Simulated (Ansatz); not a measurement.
One change: `CC[SiH](N)[SiH3]` becomes `CC[SiH2][SiH3]`.

Ansatz, PBE0-D4/def2-TZVP geometries, multiplicity 1. Each molecule was computed in one conformer, which needn't be the lowest.

```
                                          property  `CC[SiH](N)[SiH3]`
             LUMO energy (ωB97M-V/def2-TZVPP) / eV                1.76
size of the dipole moment (ωB97M-V/def2-TZVPP) / D                1.37
             HOMO energy (ωB97M-V/def2-TZVPP) / eV               -9.52
              HOMO–LUMO gap (PBE0/def2-TZVPP) / eV                7.39
    size of the dipole moment (PBE/def2-TZVPP) / D                1.40
  size of the dipole moment (B3LYP/def2-TZVPP) / D                1.36
```

**Question.** Give the same properties after the change, and the shifts. (Estimate.)

**Answer.** Computed: 
| property | `CC[SiH2][SiH3]` | shift |
| --- | --- | --- |
| LUMO energy (ωB97M-V/def2-TZVPP) / eV | 1.79 | 0.03 |
| size of the dipole moment (ωB97M-V/def2-TZVPP) / D | 1.03 | -0.34 |
| HOMO energy (ωB97M-V/def2-TZVPP) / eV | -10.01 | -0.49 |
| HOMO–LUMO gap (PBE0/def2-TZVPP) / eV | 8.10 | 0.71 |
| size of the dipole moment (PBE/def2-TZVPP) / D | 1.09 | -0.31 |
| size of the dipole moment (B3LYP/def2-TZVPP) / D | 1.04 | -0.32 |

The zero-point energy changes by -47.7 kJ/mol with -6 modes. Dipoles are sizes alone; their direction can turn.

B3LYP here is the variant with VWN-RPA as its local correlation; programs differ in this.
